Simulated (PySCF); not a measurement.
PySCF 2.14 output of an unrestricted B3LYP calculation on a single atom or ion in dyall-av3z, with scalar relativity by spin-free X2C-1e:

```
SCF conv_tol = 1e-09
number electrons alpha = 9  beta = 8
    P. J. Stephens, F. J. Devlin, C. F. Chabalowski, and M. J. Frisch.,  J. Phys. Chem. 98, 11623 (1994)
cycle= 1 E= -399.319827922388  delta_E= -0.0122  |g|= 0.0203  |ddm|= 0.119
cycle= 2 E= -399.319819626584  delta_E= 8.3e-06  |g|= 0.0211  |ddm|= 0.0357
cycle= 3 E= -399.320069603569  delta_E= -0.00025  |g|= 0.00347  |ddm|= 0.0219
cycle= 4 E= -399.320078636203  delta_E= -9.03e-06  |g|= 0.000427  |ddm|= 0.00388
cycle= 5 E= -399.320079052384  delta_E= -4.16e-07  |g|= 9.14e-05  |ddm|= 0.00126
cycle= 6 E= -399.320079067233  delta_E= -1.48e-08  |g|= 2.53e-05  |ddm|= 0.000243
cycle= 7 E= -399.32007906804  delta_E= -8.08e-10  |g|= 3.68e-06  |ddm|= 5.33e-05
converged SCF energy = -399.32007906804  <S^2> = 0.75463962  2S+1 = 2.0046343
```

The run itself started from symmetry-adapted Hartree-Fock orbitals and held the occupation by maximum overlap, on a logarithmic radial grid, so the iterations belong to that start.

Question: Which element, charge and spin multiplicity is this?

Answer: S⁻ (sulfur, charge -1), multiplicity 2; the state was [Ne] 3s2 3p5, 2P determinant.

At B3LYP the highest occupied level has a positive energy, so only the finite basis holds that electron; in a semilocal or global hybrid functional this comes from self-interaction and does not mean that the real anion is unbound.
